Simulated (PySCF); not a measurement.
# Ionisation energy of F²⁺ by level of theory

F²⁺ [He] 2s2 2p3 [2p1/2^2 2p3/2^1, M_J = 3/2] → F³⁺ [He] 2s2 2p2 [2p1/2^2, M_J = 0], as a difference of total energies. Calculation: PySCF 2.14, in x2c-TZVPPall-2c (5s3p2d1f, 31 functions); the two-component X2C-1e Hamiltonian. Correlated levels: 1s2 frozen. "Screened" scales the spin-orbit matrix elements by Boettger's factors to mimic the two-electron term; Breit and QED terms are absent.

| method | ionisation energy (eV) | difference from reference (eV) |
| --- | --- | --- |
| GHF (spin-free) | 62.331 | -0.377 |
| GMP2 (spin-free) | 62.829 | +0.121 |
| GHF (screened spin-orbit) | 62.300 | -0.408 |
| GMP2 (screened spin-orbit) | 62.798 | +0.090 |

Reference: 62.708 eV (semi-empirical (NIST evaluation); NIST Atomic Spectra Database, ionization energies).

Errors of the correlated levels include the incompleteness of this basis and the frozen core.

The labels give the starting determinants; with spin-orbit coupling the two ends relaxed to ⟨J²⟩ = 3.75, ⟨L²⟩ = 0.00, ⟨S²⟩ = 3.75 and ⟨J²⟩ = 1.97, ⟨L²⟩ = 2.00, ⟨S²⟩ = 2.00.

The determinant of F³⁺ mixes levels of different J (the jj label is only the starting occupation), so the difference between spin-free and spin-orbit rows is not the physical spin-orbit shift.
